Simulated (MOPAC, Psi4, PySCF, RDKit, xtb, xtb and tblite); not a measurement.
Two geometries of SMILES COCCB(O)O (C3H9BO3), relaxed at GFN2-xTB with one dihedral held; other torsions can differ between them too.

Structure A

```
16

C      1.8501    -0.7190     0.7652
O      1.3371     0.5180     0.3358
C      0.7025     0.4822    -0.9359
C     -0.7979     0.1726    -0.8516
B     -1.5977     1.1318     0.1632
O     -2.9224     1.3073    -0.0379
O     -1.0035     1.7456     1.2125
H      1.0577    -1.4640     0.8981
H      2.3344    -0.5367     1.7229
H      2.5873    -1.1077     0.0533
H      0.8416     1.4859    -1.3505
H      1.2164    -0.2360    -1.5873
H     -0.9304    -0.8641    -0.5315
H     -1.2183     0.2372    -1.8541
H     -3.3374     1.8756     0.6126
H     -0.0589     1.5688     1.2756
```

Structure B

```
16

C      2.1656    -0.8394     0.7666
O      1.5673     0.3800     0.4024
C      0.7895     0.4299    -0.7932
C      0.3620    -0.9005    -1.4156
B     -0.6493    -1.7731    -0.5194
O     -1.0272    -2.9808    -0.9859
O     -1.1546    -1.3571     0.6706
H      1.4378    -1.6407     0.9208
H      2.6763    -0.6330     1.7065
H      2.9061    -1.1685     0.0278
H     -0.0922     1.0345    -0.5484
H      1.3786     0.9916    -1.5354
H      1.2396    -1.4882    -1.6836
H     -0.1328    -0.6609    -2.3585
H     -1.6445    -3.4437    -0.4174
H     -0.8346    -0.5149     0.9939
```

**Question.** Which is lower in energy at the level PBE0-D3(BJ)/def2-SVP // GFN2-xTB run with Psi4 1.11, and by how much?

**Answer.** A is lower, by 34.77 kJ/mol (dihedral C1–O2–C3–C4: 90° in A, 15° in B).

E(B) − E(A) in kJ/mol at the other levels, on the same two geometries: GFN2-xTB (xtb and tblite) 21.47; PBE0/def2-SVP // GFN2-xTB (Psi4) 36.13; PBE/def2-SVP // GFN2-xTB (Psi4) 36.17; PBE-D3(BJ)/def2-SVP // GFN2-xTB (Psi4) 34.61; UFF // GFN2-xTB (RDKit) -3.27; PM3, restricted, heats of formation // GFN2-xTB (MOPAC) 9.79; PM6, restricted, heats of formation // GFN2-xTB (MOPAC) 13.77; GFN1-xTB // GFN2-xTB (xtb) 20.40; restricted B3LYP/6-31G*, spherical d, density fitting // GFN2-xTB (PySCF) 36.70; restricted Hartree-Fock/LANL2DZ // GFN2-xTB (PySCF) 39.03; restricted Hartree-Fock/6-31G*, spherical d, density fitting // GFN2-xTB (PySCF) 36.31; restricted B3LYP/6-311+G**, spherical d, density fitting // GFN2-xTB (PySCF) 35.35.
